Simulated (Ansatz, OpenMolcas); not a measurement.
**OpenMolcas → Ansatz**

This OpenMolcas 26.06 job computes B2H4F2 (SMILES [BH2-]1[F+][BH2-][F+]1):

struct.xyz:
```
8

B     -0.488000     0.947300    -0.293800
F      0.637300     0.536000     0.670600
B      0.488000    -0.947200     0.293900
F     -0.636800    -0.535900    -0.671100
H     -0.036000     1.557300    -1.210300
H     -1.440200     1.308400     0.322000
H      1.440200    -1.309100    -0.321600
H      0.035400    -1.556800     1.210300
```

test.input:
```
&GATEWAY
BasLib=$CurrDir
Coord=struct.xyz
Basis=cc-pVDZ
Group=NoSym
&SEWARD
GridInput
Grid=UltraFine
End of Grid
&SCF
KSDFT=SVWN5
Thresholds=1e-10 1e-07 1e-07 1e-05
PrOrbitals=1 1
&ALASKA
```

```bash
$ export MOLCAS_MEM=1860
$ pymolcas test.input > test.log
```

(Basis files named in the input come from the Basis Set Exchange and aren't shown.)

The shape is that of a PBE0-D4/def2-TZVP optimisation.

It gives a total energy of -249.972668 Eh.

Problem. Write the same calculation for Ansatz 0.2.0 as an input file of the program's own, asking for the energy.

Solution. This input was run:

in.yaml:
```yaml
crystal:
  periodic: [false, false, false]
  atoms:
    - {symbol: B, position_ang: [-0.488000, 0.947300, -0.293800]}
    - {symbol: F, position_ang: [0.637300, 0.536000, 0.670600]}
    - {symbol: B, position_ang: [0.488000, -0.947200, 0.293900]}
    - {symbol: F, position_ang: [-0.636800, -0.535900, -0.671100]}
    - {symbol: H, position_ang: [-0.036000, 1.557300, -1.210300]}
    - {symbol: H, position_ang: [-1.440200, 1.308400, 0.322000]}
    - {symbol: H, position_ang: [1.440200, -1.309100, -0.321600]}
    - {symbol: H, position_ang: [0.035400, -1.556800, 1.210300]}
basis:
  gaussian:
    orbitals: cc-pVDZ
hamiltonian:
  xc: {name: SVWN5}
output: {orbitals: {seedname: orbitals}}
accuracy: high
```

```bash
$ ansatz run in.yaml --threads 1 --pin off --max-ram 3480MiB --events-out events.jsonl --progress --plain --runs-dir runs
```

Its energy is -249.972667 Eh, the same as the first but for the last digit, at most.
